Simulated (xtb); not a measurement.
C3H8AlF, SMILES C[CH](C)[AlH][F]. All values are semi-empirical tight-binding results from xtb (GFN2-xTB unless named), good for trends rather than for accurate numbers. Geometry optimised at GFN2-xTB. The structure was generated by enumeration; whether it is a known compound was not checked. The values are those of a single conformer.

A frequency run showed that this geometry is not a minimum.

For metal compounds this method's bond lengths and energies can be far off.

Computed properties:
The orbital gap comes out as 3.94 eV.
